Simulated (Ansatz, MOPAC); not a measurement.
Species: propane-1,1-diselenol, C₃H₈Se₂ (charge 0, singlet). SMILES: CCC([SeH])[SeH]
Structure (B3LYP-D3(BJ)/def2-TZVP (Ansatz, an electronic-structure program) minimum search):
```xyz
13

C     -2.6245    -0.1696     1.1737
C     -1.4829     0.7425     0.7265
C     -0.1473     0.0252     0.5720
Se    -0.3120    -1.4053    -0.8003
Se     1.3487     1.2652     0.2281
H     -3.5301     0.4143     1.3448
H     -2.3749    -0.6842     2.1040
H     -2.8570    -0.9296     0.4263
H     -1.7381     1.2295    -0.2181
H     -1.3421     1.5403     1.4592
H      0.1367    -0.4569     1.5061
H      1.1364    -1.6258    -0.9116
H      0.8501     1.6878    -1.0907
```
Charge 0, spin multiplicity 1.

Property: size of the dipole moment, in D. Terms: non-relativistic; no dispersion term unless named; six Cartesian d functions in 6-31G* and its kin unless marked 5d; LANL2DZ with its own core potentials from Na on; no spin-orbit coupling. Ab initio and DFT rows: single points at B3LYP-D3(BJ) geometries (Ansatz). Semi-empirical rows: dipoles at the shared geometry.

```csv
level,program,size of the dipole moment (D)
PM3,MOPAC,0.79
PM6,MOPAC,0.39
SVWN5/6-31G* with LANL2DZ past Ar,Ansatz,0.90
BLYP/6-31G*,Ansatz,1.05
B3LYP/6-31G*,Ansatz,1.02
B3LYP/def2-SVP,Ansatz,0.84
B3LYP/6-31G* with LANL2DZ past Ar,Ansatz,0.93
```

No value to compare with is used here. The 7 habitual levels span 0.39 (PM6) to 1.05 D (BLYP/6-31G*).

The levels are drawn from those run, B3LYP/6-31G* more often than the rest, none by its result; left out are runs that failed, that the program found above a lower state of the same kind, or whose <S^2> lies over 0.5 above the pure value.
